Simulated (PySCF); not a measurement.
# Stretching MgSn

Set-up: basis Mg aug-cc-pVDZ, Sn aug-cc-pVDZ-PP with ECP28; scalar-relativistic core potentials; PySCF 2.14. Energies in eV from Mg + Sn in their ground configurations at the same level. State: ³Σ⁻ (triplet), unpaired electrons π ↑↑.

```
R (Å)     PBE0  ROHF-MP2
2.393  -0.4995   -0.2682
2.505  -0.7412   -0.5297
2.616  -0.8710   -0.6701
2.700  -0.9153   -0.7184
2.783  -0.9267   -0.7319
2.866  -0.9136   -0.7205
2.978  -0.8698   -0.6803
3.117  -0.7897   -0.6082
3.284  -0.6775   -0.5120
3.507  -0.5281   -0.3917
```

**Question.** Put a parabola through the three lowest points of the PBE0 curve and estimate Re, k and ωe (reduced mass 19.99 u; 1 eV/Å² = 0.16022 mdyn/Å; ωe = 1302.8·√(k/μ) cm⁻¹).

**Answer.** Through R = 2.7, 2.783, 2.866 Å the second-order coefficient is 1.78 eV/Å², so Re ≈ 2.780 Å, k ≈ 0.570 mdyn/Å and ωe ≈ 220 cm⁻¹. A polynomial fit of higher order to the unrounded PBE0 energies gives Re = 2.776 Å, k = 0.573 mdyn/Å, ωe = 221 cm⁻¹; anharmonicity and rounding make the difference.

The higher-order fit for each curve: PBE0: Re = 2.776 Å, ωe = 221 cm⁻¹, De = 0.93 eV; ROHF-MP2: Re = 2.782 Å, ωe = 220 cm⁻¹, De = 0.73 eV.

Correlated steps freeze 5 core orbitals. Correlated levels converge slowly with the basis: in double zeta they bind strong bonds too weakly, by up to about 1 eV, and carry superposition errors of some tenths. Spin–orbit coupling is left out, which matters for elements this heavy, above all for dissociation energies. The state was picked by a PBE0 search and need not be the measured ground state.
